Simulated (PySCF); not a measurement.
C9H8O.
Numbering: `[CH3:1][C:2]#[C:3][c:4]1[cH:5][cH:6][cH:7][c:8]([OH:9])[cH:10]1` (hydrogens: H11, H12, H13 on C1; H14 on C5; H15 on C6; H16 on C7; H17 on O9; H18 on C10)

A GFN2-xTB structure was refined with PBE0-D3(BJ)/def2-SVP geometry optimisation, gas phase (PySCF). Its GFN2-xTB values:

```tsv
coordinate	GFN2-xTB
C1–C2	1.445 Å
C1–H11	1.090 Å
C2≡C3	1.203 Å
C3–C4	1.416 Å
C4–C5	1.394 Å
C4–C10	1.394 Å
C5–C6	1.382 Å
C5–H14	1.080 Å
C6–C7	1.382 Å
C6–H15	1.080 Å
C7–C8	1.392 Å
C7–H16	1.078 Å
C8–O9	1.362 Å
C8–C10	1.387 Å
O9–H17	0.965 Å
C10–H18	1.083 Å
C1–C2–C3	179.7°
C3–C4–C5	120.2°
C4–C10–C8	120.1°
C5–C4–C10	119.7°
C5–C6–C7	120.8°
C6–C7–C8	119.8°
C7–C8–O9	118.1°
O9–C8–C10	121.9°
```

Problem. How do these coordinates change at the PBE0-D3(BJ)/def2-SVP level?

Solution. 
```tsv
coordinate	PBE0-D3(BJ)/def2-SVP (Å or °)	change
C3–C4	1.429	+0.013
C8–O9	1.349	-0.013
C7–H16	1.091	+0.013
C6–H15	1.093	+0.013
C2≡C3	1.215	+0.012
C4–C10	1.405	+0.011
C1–H11	1.101	+0.011
C5–H14	1.091	+0.011
C10–H18	1.093	+0.010
C4–C5	1.404	+0.010
C5–C6	1.392	+0.010
C6–C7	1.391	+0.009
C8–C10	1.395	+0.008
C7–C8	1.399	+0.007
C1–C2	1.452	+0.007
O9–H17	0.963	-0.002
C3–C4–C5	120.7	+0.5
O9–C8–C10	122.4	+0.5
C5–C4–C10	119.3	-0.4
C4–C10–C8	120.5	+0.4
C7–C8–O9	117.8	-0.3
C5–C6–C7	121.1	+0.3
C1–C2–C3	179.9	+0.2
C6–C7–C8	119.6	-0.2
```

The energy falls by 5.2 kJ/mol over 5 energy and gradient evaluations, the largest force component goes from 0.0177 to 2.7e-04 Eh/bohr, and the atoms move by 0.032 Å rms after alignment. Among the bonds, C2≡C3, C3–C4, C8–O9, C1–H12, C1–H13, C6–H15 and C7–H16 change most and about equally (-0.013 to +0.013 Å). Bonds longer at the end by more than 0.005 Å: 16 of 18; shorter: 1. Rotational constants go from 3209, 692.7, 571.7 to 3186, 681.9, 563.7 MHz.

The run used 180 basis functions and 36 SCF cycles in all.

No PBE0-D3(BJ)/def2-SVP frequencies stand behind this structure, so it isn't proved a minimum. One conformer, not necessarily the lowest.

Shape of the structure used: `[CH3:1][C:2]#[C:3][c:4]1[cH:5][cH:6][cH:7][c:8]([OH:9])[cH:10]1`: H–O9–C8–C7 180°.
